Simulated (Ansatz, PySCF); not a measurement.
Spin states of F2Ti (SMILES [F][Ti][F]), each relaxed with B3LYP-D3(BJ)/def2-TZVP.
State 1 (charge 0, multiplicity 3):
| atom | x (Å) | y (Å) | z (Å) |
|---|---|---|---|
| Ti | 0.3845 | 0.0816 | -0.0232 |
| F | -0.4173 | 1.2411 | -1.1471 |
| F | -0.0004 | -1.2752 | 1.1000 |
State 2 (charge 0, multiplicity 1):
```xyz
3

Ti    -0.01079     0.01587    -0.02344
F     -0.23614     1.37332    -1.23582
F      0.21376    -1.34172     1.18893
```

Singlets are restricted, other states unrestricted; no spin–orbit coupling, no relativity up to Kr; see below for the cores. The largest T1 diagnostic is 0.026.

Correlated levels freeze the inner cores; with def2 sets outer-core shells near the valence are correlated too.

The values were computed with Ansatz (Gaussian orbitals); PySCF for the dispersion terms. Each number belongs to the level named beside it.

```json
[
 {"level": "PBE/def2-TZVPP", "energy of the multiplicity-1 state less that of the multiplicity-3 state (kcal/mol)": "?"},
 {"level": "r2SCAN/def2-TZVPP", "energy of the multiplicity-1 state less that of the multiplicity-3 state (kcal/mol)": "35.53"},
 {"level": "r2SCAN-D3(BJ)/def2-TZVPP", "energy of the multiplicity-1 state less that of the multiplicity-3 state (kcal/mol)": "35.53"},
 {"level": "r2SCAN-D4/def2-TZVPP", "energy of the multiplicity-1 state less that of the multiplicity-3 state (kcal/mol)": "35.53"},
 {"level": "r2SCANh/def2-TZVPP", "energy of the multiplicity-1 state less that of the multiplicity-3 state (kcal/mol)": "34.88"},
 {"level": "wB97M-V/def2-TZVPP", "energy of the multiplicity-1 state less that of the multiplicity-3 state (kcal/mol)": "?"},
 {"level": "B2PLYP/def2-TZVPP", "energy of the multiplicity-1 state less that of the multiplicity-3 state (kcal/mol)": "25.50"},
 {"level": "B2PLYP-D3(BJ)/def2-TZVPP", "energy of the multiplicity-1 state less that of the multiplicity-3 state (kcal/mol)": "25.51"},
 {"level": "B2PLYP-D4/def2-TZVPP", "energy of the multiplicity-1 state less that of the multiplicity-3 state (kcal/mol)": "25.52"}
]
```

**Question.** Fill in the missing entries.

**Answer.** 
- PBE/def2-TZVPP, energy of the multiplicity-1 state less that of the multiplicity-3 state (kcal/mol): 30.84
- wB97M-V/def2-TZVPP, energy of the multiplicity-1 state less that of the multiplicity-3 state (kcal/mol): 18.17

Doubts at one or more of the structures used: a restricted determinant that unrestricted orbitals would lower (B2PLYP/def2-TZVPP, B2PLYP-D3(BJ)/def2-TZVPP, B2PLYP-D4/def2-TZVPP).

Ansatz is an electronic-structure program.
